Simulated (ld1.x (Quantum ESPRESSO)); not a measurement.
# Before and after: ultrasoft potential for Ir (Z = 77)

```json
{
  "Element": "Ir",
  "Generator": "ld1.x (Quantum ESPRESSO) 7.5",
  "Type": "ultrasoft",
  "Functional": "PBE",
  "Relativity": "scalar-relativistic",
  "Frozen core": "[Xe] 4f14",
  "Valence charge": "9",
  "Reference configuration": "5d7 6s1 6p0 (charge +1)",
  "Partial waves": "6s (bound): rcut 1.95, rcutus 2.20 bohr; 6s channel at -0.55 Ry: rcut 1.95, rcutus 2.20 bohr; 6p (bound, empty): rcut 2.05, rcutus 2.85 bohr; 6p channel at 2.1 Ry: rcut 2.05, rcutus 2.85 bohr; 5d (bound): rcut 1.80, rcutus 2.50 bohr; 5d channel at 0.7 Ry: rcut 1.80, rcutus 2.50 bohr",
  "Local potential": "all-electron potential smoothed inside 2.80 bohr (lloc = -1)",
  "Core correction": "none",
  "Augmentation charge": "built from norm-conserving waves at rcut, not smoothed further"
}
```

Change: local potential all-electron potential smoothed inside 1.30 bohr (lloc = -1).

Cutoffs: the cutoffs (Ry, on a coarse ladder) from which the occupation-weighted sum of valence levels, in a spherical-Bessel basis at the reference potential, stays within 10 and 1 mRy of its value at 400 Ry; they do not see the model core or the augmentation charge, which bear on the density cutoff. Errors are all-electron minus pseudo energies relative to the spin-unpolarised reference configuration.

Task: What does the change do?

Result: The bound ghosts move from s to p, s; the number of tests that count goes from 7 to 1 (the test run of the changed file stopped, so its transferability is not established). A state that the projectors do not describe sees the local part alone, so a deeper or shallower local part can create or remove a ghost.

| quantity | base | changed |
| --- | --- | --- |
| bound ghosts | s | s, p (d not tested, overlap not positive) |
| tests counted (converged, no solver errors) | 7 of 7 | 1 of 7 (the test run stopped) |
| error for 5d7 6s2 6p0, meV [ΔE -9.88 eV] | +4.2 | -2.4 |
| s: phases at 3.12 bohr within 0.05 rad from the reference energy up to (Ry; the scan ends near 5) | 2.3 | 2.2 |
| p: phases at 3.12 bohr within 0.05 rad from the reference energy up to (Ry; the scan ends near 5) | 3.3 | 3.4 |
| d: phases at 3.12 bohr within 0.05 rad from the reference energy up to (Ry; the scan ends near 5) | -0.4 | -0.4 |
| lowest overlap eigenvalue by channel | s 0.35, p 0.63, d 0.24 | s 0.27, p 0.45, d -2.83 |

Changed file: the overlap operator is not positive definite in a basis up to 400 Ry (lowest eigenvalue d -2.83), so the file is unfit for use: the generalised eigenproblem breaks down once the basis is large enough, and its test numbers describe a broken file. Tests not counted: 5d7 6s0 6p0 (solver errors, printed error -346 eV). A true bound ghost makes a file unfit for plane-wave use even where its test errors are small: the radial tests pick states by their node count and pass the ghost by. Where a test does run into it, the solver fails or the error is huge.
